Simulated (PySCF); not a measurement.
A survey of 29Si NMR shifts

All values are calculated (PySCF 2.14.0 with density-fitted response routines): σ from GIAO-PBE0/pcSseg-1, structure optimised with GFN2-xTB. Fast rotation and ring inversion assumed for equivalent nuclei, non-relativistic, one conformer, no solvent.

Shieldings were converted by a linear fit to measured shifts: 29Si (scatter 8.9 ppm rms, 25.8 ppm with the 6 outliers that the fit left out vs TMS, solution or neat liquid). Occasional misses reach two or three times the rms, and more in compound classes unlike the fitted ones.

(1) Give the 29Si shifts of `CC(=O)[SiH2]C([SiH3])([SiH3])C=O`, `CO[C@@H]1[SiH2][Si@H](F)[C@H]1C`.

(2) Order these by 29Si shift, lowest first.
A. C=NC[SiH2]C#N
B. CC#C[SiH2]n1cccc1
C. c1cc([SiH]2CC2)ccn1

Results:

(1) 
```json
{"compound": "[CH3:1][C:2](=[O:3])[SiH2:4][C:5]([SiH3:6])([SiH3:7])[CH:8]=[O:9]", "environment": "Si4: silicon bonded to 2 C, 2 H", "δ (ppm)": "-55.9"}
{"compound": "[CH3:1][C:2](=[O:3])[SiH2:4][C:5]([SiH3:6])([SiH3:7])[CH:8]=[O:9]", "environment": "Si6/7: silicon bonded to C, 3 H (×2)", "δ (ppm)": "-73.1"}
{"compound": "[CH3:1][O:2][C@@H:3]1[SiH2:4][Si@H:5]([F:6])[C@H:7]1[CH3:8]", "environment": "Si5: silicon bonded to C, F, Si, H, in a 4-membered ring", "δ (ppm)": "27.4"}
{"compound": "[CH3:1][O:2][C@@H:3]1[SiH2:4][Si@H:5]([F:6])[C@H:7]1[CH3:8]", "environment": "Si4: silicon bonded to C, Si, 2 H, in a 4-membered ring", "δ (ppm)": "-45.2"}
```

(2) C (-110.5 ppm, silicon bonded to 3 C, H, in a 3-membered ring), A (-65.6 ppm, silicon bonded to 2 C, 2 H), B (-54.6 ppm, silicon bonded to C, N, 2 H).
